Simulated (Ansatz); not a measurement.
Ansatz input wanted

C8H9F5O2: 24 atoms, total charge 0, spin state singlet. SMILES: `C=C(C)CCOC(=O)C(F)(F)C(F)(F)F`. The coordinates come from a GFN2-xTB relaxation. This is one conformer, not always the lowest.

| atom | x (Å) | y (Å) | z (Å) |
| --- | --- | --- | --- |
| C | -3.0362 | -1.3097 | 0.2456 |
| C | -2.6960 | -0.0444 | 0.0651 |
| C | -3.7130 | 1.0573 | 0.0426 |
| C | -1.2846 | 0.4423 | -0.1361 |
| C | -0.2272 | -0.6485 | -0.1442 |
| O | 1.0466 | -0.0084 | -0.3565 |
| C | 2.0910 | -0.7891 | -0.4525 |
| O | 2.1340 | -1.9792 | -0.3817 |
| C | 3.3697 | 0.0878 | -0.6438 |
| F | 4.3417 | -0.6127 | -1.2557 |
| F | 3.1143 | 1.1684 | -1.4116 |
| C | 3.8883 | 0.5717 | 0.7360 |
| F | 4.9547 | 1.3544 | 0.6278 |
| F | 2.9397 | 1.2619 | 1.3732 |
| F | 4.2139 | -0.4638 | 1.5068 |
| H | -4.0661 | -1.5906 | 0.3838 |
| H | -2.3256 | -2.1160 | 0.2646 |
| H | -3.6881 | 1.5764 | -0.9145 |
| H | -3.4967 | 1.7885 | 0.8202 |
| H | -4.7136 | 0.6662 | 0.2004 |
| H | -1.0384 | 1.1564 | 0.6544 |
| H | -1.2284 | 0.9854 | -1.0834 |
| H | -0.3920 | -1.3703 | -0.9495 |
| H | -0.1881 | -1.1840 | 0.8089 |

Settings wanted:

```
basis set              : cc-pVDZ
core potential         : none
integral approximation : automatic
task                   : energy
method                 : DFT
functional             : PBE0
dispersion             : none
reference              : RKS
relativity             : none
accuracy               : medium
xc a                   : 0
```

Give an Ansatz 0.2.0 job that does this.

One that was run (others would do as well):

molecule.yaml:
```yaml
crystal:
  periodic: [false, false, false]
  atoms:
    - {symbol: C, position_ang: [-3.036150, -1.309680, 0.245600]}
    - {symbol: C, position_ang: [-2.695990, -0.044430, 0.065070]}
    - {symbol: C, position_ang: [-3.713040, 1.057310, 0.042630]}
    - {symbol: C, position_ang: [-1.284610, 0.442300, -0.136110]}
    - {symbol: C, position_ang: [-0.227240, -0.648540, -0.144180]}
    - {symbol: O, position_ang: [1.046550, -0.008370, -0.356460]}
    - {symbol: C, position_ang: [2.091010, -0.789100, -0.452520]}
    - {symbol: O, position_ang: [2.133990, -1.979190, -0.381710]}
    - {symbol: C, position_ang: [3.369750, 0.087810, -0.643810]}
    - {symbol: F, position_ang: [4.341710, -0.612730, -1.255690]}
    - {symbol: F, position_ang: [3.114250, 1.168420, -1.411590]}
    - {symbol: C, position_ang: [3.888340, 0.571670, 0.736000]}
    - {symbol: F, position_ang: [4.954750, 1.354440, 0.627810]}
    - {symbol: F, position_ang: [2.939740, 1.261890, 1.373220]}
    - {symbol: F, position_ang: [4.213940, -0.463820, 1.506750]}
    - {symbol: H, position_ang: [-4.066110, -1.590610, 0.383780]}
    - {symbol: H, position_ang: [-2.325630, -2.115950, 0.264640]}
    - {symbol: H, position_ang: [-3.688070, 1.576390, -0.914550]}
    - {symbol: H, position_ang: [-3.496710, 1.788490, 0.820190]}
    - {symbol: H, position_ang: [-4.713600, 0.666200, 0.200420]}
    - {symbol: H, position_ang: [-1.038410, 1.156420, 0.654420]}
    - {symbol: H, position_ang: [-1.228360, 0.985410, -1.083380]}
    - {symbol: H, position_ang: [-0.391980, -1.370300, -0.949470]}
    - {symbol: H, position_ang: [-0.188140, -1.184020, 0.808930]}
basis:
  gaussian: {orbitals: cc-pVDZ}
hamiltonian: {xc: {name: PBE0, parameters: {a: 0}}}
```

```bash
$ ansatz run molecule.yaml --threads 8 --pin off --max-ram 17400MiB --events-out events.jsonl --progress --plain --runs-dir runs
```

Calculated total energy: -958.94002 Eh.
